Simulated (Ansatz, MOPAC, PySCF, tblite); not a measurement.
Interaction energy of C3H8 ··· CS2 (SMILES CCC and S=C=S). Monomers: optimised at B3LYP-D3(BJ) (def2-TZVP), held rigid. Orientation: lowest of the rigid-body minima from ten starts at GFN2-xTB. The monomers approach along the line of their centres of mass (distance R); nothing else relaxes.

Levels of theory: GFN2-xTB (tblite); RKS-B3LYP/LANL2DZ = restricted B3LYP/LANL2DZ, with its core potentials past Ne, no counterpoise correction run with PySCF; PM6, restricted, heats of formation (MOPAC); CCSD(T)/aug-cc-pVDZ = Ansatz (a program for electronic structure) with CCSD(T) on RHF/aug-cc-pVDZ, frozen core, counterpoise-corrected.

Interaction energies in kJ/mol; the last columns give the difference from CCSD(T):

| R / Å | GFN2-xTB | RKS-B3LYP/LANL2DZ | PM6 | CCSD(T)/aug-cc-pVDZ | GFN2-xTB − CCSD(T)/aug-cc-pVDZ | RKS-B3LYP/LANL2DZ − CCSD(T)/aug-cc-pVDZ | PM6 − CCSD(T)/aug-cc-pVDZ |
|---|---|---|---|---|---|---|---|
| 3.08 | 6.42 | 44.37 | 26.81 | 25.22 | -18.80 | 19.16 | 1.59 |
| 3.22 | -1.73 | 27.56 | 15.59 | 10.42 | -12.15 | 17.15 | 5.18 |
| 3.46 | -7.85 | 11.90 | 5.79 | -2.35 | -5.50 | 14.26 | 8.14 |
| 3.70 | -9.10 | 5.14 | 1.93 | -6.62 | -2.48 | 11.76 | 8.55 |
| 3.86 | -8.79 | 3.02 | 0.80 | -7.22 | -1.57 | 10.24 | 8.02 |
| 4.02 | -8.10 | 1.87 | 0.22 | -6.99 | -1.11 | 8.85 | 7.20 |
| 4.42 | -5.94 | 0.77 | -0.19 | -5.18 | -0.76 | 5.95 | 4.99 |
| 4.76 | -4.28 | 0.48 | -0.14 | -3.65 | -0.63 | 4.13 | 3.51 |
| 5.14 | -2.85 | 0.31 | -0.07 | -2.40 | -0.45 | 2.71 | 2.33 |
| 5.83 | -1.30 | 0.12 | -0.01 | -1.14 | -0.16 | 1.25 | 1.13 |
| 6.92 | -0.35 | 0.01 | 0.01 | -0.40 | 0.05 | 0.41 | 0.41 |
| 8.24 | -0.06 | 0.00 | 0.01 | -0.14 | 0.09 | 0.14 | 0.15 |

GFN2-xTB is furthest from CCSD(T)/aug-cc-pVDZ at 3.08 (-18.80 kJ/mol, below); its mean absolute difference over the points is 3.65 kJ/mol.

RKS-B3LYP/LANL2DZ is furthest from CCSD(T)/aug-cc-pVDZ at 3.08 (19.16 kJ/mol, above); its mean absolute difference over the points is 8.00 kJ/mol.

PM6 is furthest from CCSD(T)/aug-cc-pVDZ at 3.70 (8.55 kJ/mol, above); its mean absolute difference over the points is 4.27 kJ/mol.
